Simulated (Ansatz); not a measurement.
Ideal-gas functions of CHAlFN, SMILES `[F][Al]1[CH]=[N]1` at 800 K and 1 bar, from an Ansatz frequency run at PBE0-D4/def2-TZVP.

Molar mass 73.01 g/mol, point group Cs (symmetry number 1), electronic degeneracy 1, moments of inertia 12.853, 127.302, 140.154 u Å². Harmonic wavenumbers (cm⁻¹, unscaled): 172, 201, 616, 731, 810, 1006, 1186, 1451, 3017.

Use S(trans) = R[1.5 ln M + 2.5 ln T − 1.1517]; rotational temperatures θ = 24.2544 K / I; S(rot) = R[ln(√π/σ · √(T³/θAθBθC)) + 1.5]; for each mode x = 1.438777 ν̃/T, S = R[x/(eˣ − 1) − ln(1 − e⁻ˣ)] and H = RT x/(eˣ − 1); 1 cm⁻¹ = 0.0119627 kJ/mol; R = 8.31446 J/(mol·K).

Task: By hand: the entropy, in J/(mol·K).

Result: Translation 182.9. Rotation: θ = 1.8871, 0.1905, 0.1731 K, giving 112.1. Vibration, mode by mode: 18.10, 16.82, 7.88, 6.61, 5.88, 4.43, 3.43, 2.36, 0.24, in all 65.8. Electronic 0.0. Sum 360.8 J/(mol·K).

Task: By hand: H − E and G − E in kJ/mol, counted from the electronic energy.

Result: Zero-point energy ½ × 9190 × 0.0119627 = 55.0; thermal vibration 26.8; translation, rotation and pV give 4 RT = 26.6. H − E = 108.4 kJ/mol, and G − E = 108.4 − 800 × 360.8/1000 = -180.2 kJ/mol.

Vibration gives 18 % of the entropy.
